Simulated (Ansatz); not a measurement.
## Cost against result

The pair of Cu⁺ (SMILES [Cu+], atom 1) and HBr (SMILES Br, atoms 2–3), both closed shells, in one local arrangement (a lower one may exist), relaxed at PBE0-D4/def2-TZVP:

| atom | x (Å) | y (Å) | z (Å) |
| --- | --- | --- | --- |
| Cu1 | -0.0843 | -0.0616 | -1.6886 |
| Br2 | -0.5032 | -0.3676 | 0.6033 |
| H3 | 0.5874 | 0.4291 | 1.0853 |

Interaction energies are counterpoise-corrected; the time is that of the whole pair.

Computed with Ansatz 0.2.0 (basis: as named in each row); correlated methods freeze the cores. The 3s and 3p shells of Cu and Zn are frozen; filled d shells are correlated. The def2 sets are not built for correlating such inner shells, so the correlated values are less sure here. B3LYP uses VWN-RPA correlation. Extrapolation: Hartree–Fock as exp(−7.88 √X), correlation as X^−2.97.

Times are rough, for one single point on 2 threads of a shared host (Arm Neoverse N1).

The estimate by CCSD(T) at an estimated basis limit (MP2 extrapolated from triple and quadruple zeta, plus CCSD(T) − MP2 in triple zeta) is -1.317 eV.

| method | basis | time (s) | interaction energy (eV) | method less estimate |
| --- | --- | --- | --- | --- |
| SPW92 | def2-SVP | under 1 | -1.898 | -0.581 |
| PBE-D4 | def2-SVP | 2 | -1.537 | -0.220 |
| B3LYP-D4 | 6-31G | 2 | -1.178 | 0.139 |
| PBE0-D4 | def2-SVP | 2 | -1.314 | 0.003 |
| CCSD(T) | def2-SVP | 2 | -0.886 | 0.431 |
| PBE-D4 | def2-TZVPPD | 3 | -1.727 | -0.410 |
| revPBE-D4 | def2-TZVPPD | 3 | -1.570 | -0.253 |
| HF | STO-3G | 3 | 0.665 | 1.982 |
| BLYP-D4 | def2-TZVPPD | 4 | -1.667 | -0.350 |
| PBE0-D4 | def2-TZVPPD | 4 | -1.467 | -0.150 |
| HSE06-D4 | def2-TZVPPD | 5 | -1.463 | -0.147 |
| B3LYP-D4 | def2-TZVPPD | 5 | -1.484 | -0.167 |
| r2SCAN-D4 | def2-TZVPPD | 6 | -1.678 | -0.361 |
| wB97M-V | def2-SVP | 8 | -1.261 | 0.056 |
| B2PLYP | def2-TZVPPD | 9 | -1.338 | -0.021 |
| wB97X-V | def2-TZVPPD | 12 | -1.366 | -0.049 |
| B97M-V | def2-TZVPPD | 13 | -1.625 | -0.308 |
| wB97M-V | def2-TZVPPD | 15 | -1.358 | -0.042 |
| MP2 | def2-QZVPPD | 18 | -1.313 | 0.004 |
| CCSD(T) | def2-TZVPPD | 21 | -1.126 | 0.191 |
| PBE-D4 | STO-3G | 49 | -1.083 | 0.234 |

The T1 diagnostic stays at or below 0.015.
